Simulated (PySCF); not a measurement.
**Zn⁸⁺: ionisation energy**

Zn⁸⁺ [Ar] 3d4 [3d3/2^4, M_J = 0] → Zn⁹⁺ [Ar] 3d3 [3d3/2^3, M_J = 3/2], as a difference of total energies. All numbers are calculated (PySCF 2.14, the two-component X2C-1e Hamiltonian, in an even-tempered Gaussian basis (18 s from 0.43 bohr⁻², ratio 2.8; 12 p from 0.56 bohr⁻², ratio 2.8; 8 d from 0.56 bohr⁻², ratio 2.8; 4 f from 2.4 bohr⁻², ratio 3)). Correlated levels: [Ne] frozen; the 72 highest virtual spinors dropped. "Screened" scales the spin-orbit matrix elements by Boettger's factors to mimic the two-electron term; Breit and QED terms are absent.

| method | ionisation energy (eV) |
| --- | --- |
| GHF (spin-free) | 203.53 |
| GMP2 (spin-free) | 204.24 |
| GHF (screened spin-orbit) | 203.40 |
| GMP2 (screened spin-orbit) | 204.11 |

How much does correlation contribute at GMP2 (screened spin-orbit)?

204.11 − (203.40) = 0.71 eV, measured against GHF (screened spin-orbit).

The labels give the starting determinants; with spin-orbit coupling the two ends relaxed to ⟨J²⟩ = 3.78, ⟨L²⟩ = 5.98, ⟨S²⟩ = 5.98 and ⟨J²⟩ = 6.45, ⟨L²⟩ = 11.97, ⟨S²⟩ = 3.74.

The determinant of Zn⁸⁺ and of Zn⁹⁺ mixes levels of different J (the jj label is only the starting occupation), so the difference between spin-free and spin-orbit rows is not the physical spin-orbit shift.

For comparison: 203 ± 2 eV (semi-empirical (NIST evaluation); NIST Atomic Spectra Database, ionization energies).
